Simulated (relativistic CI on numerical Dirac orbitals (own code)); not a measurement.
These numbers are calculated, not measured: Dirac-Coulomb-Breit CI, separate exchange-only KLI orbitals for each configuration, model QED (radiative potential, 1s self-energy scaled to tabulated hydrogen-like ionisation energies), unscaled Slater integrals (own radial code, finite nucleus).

The strongest absorption lines from the ground level of an ion, among the configurations computed and to levels below about 631 eV (vacuum wavelength in Å, gf): 19.646 (0.13), 22.523 (0.47), 28.003 (0.074), 29.048 (0.61), 29.844 (0.36), 48.028 (6.5), 59.872 (0.086), 64.541 (0.0013).

(1) Which ion is it?
A. Hf XXVII
B. W XXIX
C. Pt XXXIII
D. Yb XXV

## Answers

(1) B. W XXIX has 46 electrons and the ground level 4s2 4p6 4d10 1S_0; the strongest line goes to 4s2 4p6 4d9 4f 1P°_1. The pattern of lines fixes the number of electrons, and along that sequence the line energies rise steadily with the charge (about as its square where n changes within one kind of shell, about linearly where n is kept but much faster in heavy ions where fine structure, which grows about as Z⁴, sets the gap, and irregularly where shells cross), which fixes Z. Configurations outside the model, such as inner-shell arrays, can give stronger lines. At this charge energies of transitions that change n are usually good to better than 1 %, and those within a shell (Δn = 0) to a few per cent.

LS names give the leading component of a level, which can be under half, so a name can repeat, a term be missing and a line seem to break the LS rules.
